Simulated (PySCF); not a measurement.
# Magnetisability: `C1[C@@H](C=C)O[Si@H](O)O1`, C₄H₈O₃Si

Molfile (atoms numbered from 1):
```
C4H8O3Si
     RDKit          3D

 16 16  0  0  0  0  0  0  0  0999 V2000
    2.1157    0.9503   -0.5288 C   0  0  0  0  0  0  0  0  0  0  0  0
    1.7596   -0.2341   -0.0722 C   0  0  0  0  0  0  0  0  0  0  0  0
    0.4680   -0.5225    0.6359 C   0  0  2  0  0  0  0  0  0  0  0  0
   -0.4236   -1.4577   -0.2477 C   0  0  0  0  0  0  0  0  0  0  0  0
   -1.6137   -0.7952   -0.5358 O   0  0  0  0  0  0  0  0  0  0  0  0
   -1.5647    0.7804   -0.0822 Si  0  0  1  0  0  4  0  0  0  0  0  0
   -2.8937    1.3344    0.6339 O   0  0  0  0  0  0  0  0  0  0  0  0
   -0.2711    0.6301    0.9091 O   0  0  0  0  0  0  0  0  0  0  0  0
    1.4827    1.8100   -0.3912 H   0  0  0  0  0  0  0  0  0  0  0  0
    3.0494    1.1042   -1.0415 H   0  0  0  0  0  0  0  0  0  0  0  0
    2.3906   -1.1044   -0.1961 H   0  0  0  0  0  0  0  0  0  0  0  0
    0.6867   -1.0088    1.5961 H   0  0  0  0  0  0  0  0  0  0  0  0
   -0.6598   -2.3912    0.2709 H   0  0  0  0  0  0  0  0  0  0  0  0
    0.0941   -1.6920   -1.1838 H   0  0  0  0  0  0  0  0  0  0  0  0
   -1.3717    1.6865   -1.1919 H   0  0  0  0  0  0  0  0  0  0  0  0
   -3.2561    0.9188    1.4141 H   0  0  0  0  0  0  0  0  0  0  0  0
  1  2  2  0
  2  3  1  0
  3  4  1  0
  4  5  1  0
  5  6  1  0
  6  7  1  0
  6  8  1  0
  8  3  1  0
  1  9  1  0
  1 10  1  0
  2 11  1  0
  3 12  1  1
  4 13  1  0
  4 14  1  0
  6 15  1  6
  7 16  1  0
M  END
```

Theory: GIAO wB97X-D/pcSseg-1 magnetisability, rotational g tensor and spin-rotation constants, non-relativistic, gas phase (PySCF). Geometry: GFN2-xTB.

**Question.** What are the magnetisability and the molar susceptibility?

**Answer.** Isotropic -1225 × 10⁻³⁰ J/T², or -73.8 × 10⁻⁶ cm³/mol; principal values -1318, -1200, -1157 × 10⁻³⁰ J/T², anisotropy 144 × 10⁻³⁰ J/T² (root of half the summed squared differences of the principal values). The susceptibility is in cgs units.

**Question.** Split it along the inertial axes a, b, c into diamagnetic and paramagnetic parts about the centre of mass, with the quadrupole moment.

**Answer.** 
```
axis  χ (10⁻⁶ cm³/mol)  diamagnetic (10⁻⁶ cm³/mol)  paramagnetic (10⁻⁶ cm³/mol)  summed x² of all electrons (Å²)  quadrupole Θ (D Å)
   a             -73.2                      -465.2                        392.0                            201.5               +2.83
   b             -70.2                      -999.1                        928.9                             75.7               -2.70
   c             -77.9                     -1175.9                       1098.0                             34.0               -0.13
```
Anisotropies 2χaa − χbb − χcc = +1.6 and 2χbb − χaa − χcc = +10.8 × 10⁻⁶ cm³/mol. Θ is traceless in Buckingham's convention.

**Question.** And the rotational g tensor?

**Answer.** 
```csv
axis,rotational constant (GHz),g,nuclear part,electronic part
a,3.4314,-0.0369,0.5950,-0.6319
b,1.3259,-0.0141,0.5645,-0.5786
c,1.1092,-0.0086,0.5636,-0.5722
```
Asymmetric top; isotopes 12C, 1H, 16O, 28Si; no vibrational averaging.
